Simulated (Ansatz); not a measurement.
Be2N2Cl2H4⁺, that is (ClBe-mu-NH2)2 with one electron fewer, relaxed as a doublet with UKS PBE-D4/def2-SVP in Ansatz, starting from the PBE-D4/def2-SVP geometry of the neutral singlet. Force threshold 0.02 eV/Å.

Start:

```xyz
10

Be    0.189   -0.619    0.942
Cl    0.261   -1.463    2.613
N    -0.753   -0.905   -0.451
Be   -0.282    0.678   -0.875
Cl   -0.964    1.910   -2.112
N     0.903    0.809    0.344
H    -1.755   -1.118   -0.343
H    -0.394   -1.646   -1.073
H     1.877    0.704    0.016
H     0.918    1.649    0.939
```

| step | energy (eV) | largest force component (eV/Å) | SCF passes |
| --- | --- | --- | --- |
| 1 | -28865.4825 | 0.299 | 36 |
| 2 | -28865.4952 | 0.137 | 35 |
| 3 | -28865.4970 | 0.057 | 36 |
| 4 | -28865.4989 | 0.048 | 35 |
| 5 | -28865.5008 | 0.113 | 35 |
| 6 | -28865.5025 | 0.119 | 33 |
| 7 | -28865.5038 | 0.112 | 34 |
| 8 | -28865.5045 | 0.093 | 35 |
| 9 | -28865.5054 | 0.065 | 35 |
| 10 | -28865.5061 | 0.003 | 36 |
| 11 | -28865.5062 | 0.004 | 34 |
| 12 | -28865.5062 | 0.005 | 32 |
| 13 | -28865.5063 | 0.011 | 39 |
| 14 | -28865.5064 | 0.011 | 31 |
| 15 | -28865.5065 | 0.019 | 37 |
| 16 | -28865.5083 | 0.196 | 42 |
| 17 (rejected) | -28865.5075 | 0.050 | 43 |
| 18 | -28865.5128 | 0.096 | 37 |
| 19 | -28865.5141 | 0.037 | 37 |
| 20 | -28865.5143 | 0.004 | 36 |

Force components are those of the run's own axes.

End:

Cartesian coordinates in Å:
```
Be 0.162 -0.715 0.862
Cl 0.816 -1.493 2.436
N -0.892 -0.916 -0.423
Be -0.303 0.566 -0.932
Cl -0.404 1.869 -2.274
N 0.808 0.840 0.390
H -1.902 -0.969 -0.199
H -0.731 -1.728 -1.044
H 1.819 0.897 0.169
H 0.626 1.648 1.014
```

By distances, no bond broke or formed. The bond that changes most is Be1–N6, from 1.71 to 1.75 Å (atoms count from 1).

The force fell under the threshold at step 10, but the optimiser went on and released 0.008 eV more. No frequencies were taken in this run, so the end may be a saddle point.

It took 2 min on 4 threads of Intel Xeon on a shared host.
